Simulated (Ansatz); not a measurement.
Geometry optimisation, Ansatz 0.2.0, RKS PBE0-D4/def2-SVP.

Input:

```yaml
crystal:
  periodic: [false, false, false]
  atoms:
    - { symbol: C, position_ang: [-1.374, 0.6664, 0.5009] }
    - { symbol: C, position_ang: [-0.3563, 0.741, -0.3249] }
    - { symbol: Cl, position_ang: [0.0421, 2.2981, -1.0346] }
    - { symbol: Si, position_ang: [0.7441, -0.7551, -0.7284] }
    - { symbol: S, position_ang: [2.2091, -0.9395, 0.7458] }
    - { symbol: H, position_ang: [-1.996, 1.6256, 0.7021] }
    - { symbol: H, position_ang: [-1.7386, -0.2001, 0.9705] }
    - { symbol: H, position_ang: [-0.1374, -1.9673, -0.6489] }
    - { symbol: H, position_ang: [1.2953, -0.6552, -2.0273] }
    - { symbol: H, position_ang: [1.3948, -0.865, 1.8478] }
basis:
  gaussian: { orbitals: def2-SVP }
hamiltonian:
  xc: pbe0
  dispersion: d4
relax:
  f_tol: 0.02
  max_steps: 50
output:
  orbitals: {}
```

Command:

```bash
$ ansatz run input.yaml --threads 2 --pin off --max-ram 3072MiB --backend cpu --events-out ev --progress --plain --runs-dir out
```

Task: Where does it end, and by what steps?

Result: The forces met the threshold. After 10 steps the energy has fallen by 0.367 eV; Cl3 moved furthest, 0.61 Å.

```
step  energy less start (eV)  largest force component (eV/Å)  accepted
   0                  0.0000                           3.327       yes
   1                 -0.2121                           1.399       yes
   2                 -0.3005                           0.628       yes
   3                 -0.3258                           0.355       yes
   4                 -0.3494                           0.265       yes
   5                 -0.3577                           0.300       yes
   6                 -0.3643                           0.272       yes
   7                 -0.3664                           0.230       yes
   8                 -0.3671                           0.055       yes
   9                 -0.3673                           0.046       yes
  10                 -0.3675                           0.014       yes
```

```xyz
10
Properties=species:S:1:pos:R:3
C -1.602 0.716 0.321
C -0.371 0.749 -0.196
Cl 0.407 2.267 -0.546
Si 0.653 -0.779 -0.587
S 2.489 -0.808 0.514
H -2.170 1.626 0.535
H -2.074 -0.246 0.540
H -0.208 -1.962 -0.287
H 1.075 -0.768 -2.014
H 1.884 -0.847 1.723
```

Run time: 31 s on 2 threads of Arm Neoverse V2, with other jobs on the host, peak memory 0.25 GiB.
